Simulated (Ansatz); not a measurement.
`CC[SiH2][SeH]` + H₂O → `CC[SiH2]O` + H₂Se  (formal hydrolysis of the Si–Se bond)

Isolated molecules relaxed with PBE0-D4/def2-TZVP in Ansatz; ΔE leaves out vibrations. CCSD(T)/CBS adds triple-zeta CCSD(T) − MP2 to the extrapolated MP2 energy (def2 sets, frozen cores). This one scheme is used for every species. DFT in def2-TZVPP. For Se outer-core shells are correlated without core-valence functions, which leaves a few kJ/mol of doubt a bond. Scalar relativity is left out up to krypton. Each species was taken in one conformer, which may not be the lowest.

CCSD(T)/CBS gives -18.9 kJ/mol.

**Question.** Another level gave -24.1 kJ/mol. Which?
A. PBE-D4/def2-TZVPP
B. r2SCAN-D4/def2-TZVPP
C. PBE0/def2-TZVPP
D. B2PLYP/def2-TZVPP

**Answer.** B. r2SCAN-D4 -24.1, PBE-D4 -13.2, PBE0 -18.3, B2PLYP -30.4 kJ/mol.

Largest T1 diagnostic among the species: 0.010.

The D4 term adds +7.1 kJ/mol with B3LYP and +3.9 kJ/mol with PBE0; it sums over pairs of atoms, weighted by their polarisabilities, and B3LYP, whose exchange is more repulsive, gets the larger term. In def2-TZVPP, CCSD(T) changes the Hartree–Fock value by +16.9 kJ/mol (the triples alone add +2.9 kJ/mol) and MP2 by +21.6 kJ/mol.

B3LYP here is the variant with VWN-RPA as its local correlation; programs differ in this.
